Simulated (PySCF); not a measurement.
A PySCF script (with the pyscf-properties extension) for the NMR shieldings of `CC[SiH2]B(C)N`, C₃H₁₂BNSi, on a GFN2-xTB geometry:

```python
import basis_set_exchange as bse
import numpy as np
from pyscf import gto, dft
from pyscf.prop import nmr

atoms = """
C     2.174398    0.796206    0.310250
C     1.811599   -0.657548    0.034826
Si    0.215405   -0.829572   -1.015775
B    -1.298191    0.079714   -0.144366
C    -2.332840   -0.695757    0.780701
N    -1.476202    1.442379   -0.309187
H     2.333606    1.332168   -0.623754
H     3.086871    0.871190    0.901730
H     1.375586    1.294731    0.857261
H     1.682927   -1.177032    0.986332
H     2.647065   -1.142647   -0.470643
H     0.578938   -0.284098   -2.346521
H     0.065532   -2.280039   -1.254470
H    -2.850479   -1.469753    0.214925
H    -1.825258   -1.210367    1.595867
H    -3.093424   -0.053776    1.224499
H    -2.221760    1.966046    0.124205
H    -0.882532    2.024472   -0.877536
"""
names = dict.fromkeys(["C", "Si", "B", "N", "H"], "pcSseg-1")
basis = {el: gto.basis.parse(bse.get_basis(n, elements=[el], fmt="nwchem")) for el, n in names.items()}
mol = gto.M(atom=atoms, basis=basis, charge=0, verbose=0)
mf = dft.RKS(mol, xc="PBE0")
mf.grids.level = 2
mf.grids.alignment = dft.numint.BLKSIZE   # the property module wants whole blocks of grid points
mf.conv_tol = 1e-9
mf.kernel()

calc = nmr.RKS(mf)   # GIAO
C = mf.mo_coeff
Co = C[:, mf.mo_occ > 0]
resp = mf.gen_response(singlet=True, hermi=2)
def vind(x):   # induced exchange potential for any number of trial vectors
    d = np.einsum("pi,xij,qj->xpq", C, 2 * x.reshape(-1, C.shape[1], Co.shape[1]), Co, optimize=True)
    return np.einsum("xpq,pi,qj->xij", resp(d - d.transpose(0, 2, 1)), C, Co, optimize=True).ravel()
mo1, _ = nmr.rhf.solve_mo1(calc, with_cphf=vind)
sigma = calc.kernel(mo1)
for i, s in enumerate(sigma):   # ppm
    w = np.linalg.eigvalsh((s + s.T) / 2)
    print("%2d %-2s iso %8.1f  s11 %8.1f  s22 %8.1f  s33 %8.1f" % (i, mol.atom_pure_symbol(i), w.mean(), *w))
```

Task: What are the results?

Result: 
```
 0 C  iso    173.1  s11    166.0  s22    166.9  s33    186.4
 1 C  iso    182.2  s11    173.9  s22    182.9  s33    189.9
 2 Si iso    422.0  s11    403.1  s22    415.2  s33    447.8
 3 B  iso     53.2  s11      5.5  s22     28.4  s33    125.7
 4 C  iso    174.5  s11    159.6  s22    171.0  s33    192.8
 5 N  iso    133.4  s11     30.5  s22    175.3  s33    194.4
 6 H  iso     30.9  s11     27.0  s22     28.9  s33     36.7
 7 H  iso     30.3  s11     25.0  s22     27.7  s33     38.1
 8 H  iso     30.7  s11     25.8  s22     30.6  s33     35.7
 9 H  iso     31.1  s11     26.8  s22     29.1  s33     37.3
10 H  iso     30.8  s11     25.6  s22     28.8  s33     38.0
11 H  iso     28.1  s11     25.3  s22     26.1  s33     33.1
12 H  iso     27.9  s11     24.6  s22     25.8  s33     33.1
13 H  iso     31.0  s11     27.0  s22     29.2  s33     36.7
14 H  iso     31.0  s11     27.2  s22     29.8  s33     35.8
15 H  iso     31.5  s11     27.8  s22     29.6  s33     37.0
16 H  iso     26.8  s11     22.7  s22     24.0  s33     33.6
17 H  iso     27.2  s11     22.1  s22     25.9  s33     33.6
```

These numbers come from an equivalent density-fitted implementation of the same equations, which agrees with the script to about 0.01 ppm for H and up to a few tenths of a ppm for heavy atoms, so last digits may differ.

Size and cost of the density-fitted run: 169 basis functions, 24 s wall time on 1 thread of an Intel Xeon Platinum 8488C, shared host; peak memory 0.76 GiB.
